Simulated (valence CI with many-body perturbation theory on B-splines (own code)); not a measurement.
The numbers below are computed, except where a source is named.
## Pd³²⁺: what the settings do

Level of theory: relativistic CI+MBPT: four valence electrons over a frozen Dirac-Fock core [Ne], radial functions for each j: 6 s, 6 p, 5 d, 3 f, 1 g, with the one-electron correlation potential Σ1, the two-electron term Σ2, the three-electron term Σ3, Breit, model QED; selected CI, second order for the rest, scaled by the run's own slope (own B-spline code, finite nucleus).

The last digits are not significant, and no measured levels were compared; by estimate large intervals hold to a few tenths of a per cent, small ones and those within an open d or f shell to about a per cent.

The reference run has the lowest level (3s^2 3p1/2^2) J=0 and an ionisation energy of 1960.67 eV. Its largest variational space holds 10000 state functions.

Levels are named by their leading jj configuration (3d3/2^4 stands for four electrons in 3d with j = 3/2), which in mixed levels can hold well under half, so a name can repeat and another be missing. Letters in brackets count levels of one name in rising energy.

Changed runs:
A. highest l with Σ1, explicit Σ2 and valence Breit (higher l get mean screening factors) 3 → 0
B. scale of Σ2 1 → 0.8
C. box radius (bohr) 2.5542 → 6.1
D. start configuration 3s2 3p2 → 3s2 4p2 (bad on purpose)

Excitation energies of the reference run in cm⁻¹, and shifts in cm⁻¹:

```
                     Level  Reference      A       B       C
    (3s^2 3p1/2 3p3/2) J=1     262250   -819     -86    +0.9
    (3s^2 3p1/2 3p3/2) J=2     303340   +149     -47    +0.9
        (3s^2 3p3/2^2) J=2     595692   -935    -115    +1.9
        (3s^2 3p3/2^2) J=0     688997  -1179     -21    +2.1
    (3s 3p1/2^2 3p3/2) J=2     892959  -2809    -212    +9.0
    (3s 3p1/2^2 3p3/2) J=1    1026110  -1628     +79    +8.3
(3s 3p1/2 3p3/2^2) J=2 [a]    1137070  -3530    -266    +8.8
    (3s 3p1/2 3p3/2^2) J=3    1204950  -1887    -189    +8.6
    (3s^2 3p1/2 3d3/2) J=2    1209720   +558    +107    +2.9
    (3s 3p1/2 3p3/2^2) J=0    1296770  -3171     -53    +9.3
(3s 3p1/2 3p3/2^2) J=1 [a]    1319850  -1254    +182    +8.6
(3s 3p1/2 3p3/2^2) J=2 [b]    1349400    -70    +205    +6.0
    Ionisation energy (eV)    1960.67  +2.72  +0.011  +8e-05
```

Run D: It gave no result: the start configuration must fill the lowest shells above the core. The program said: "4p is not the lowest shell of its kind above the core".
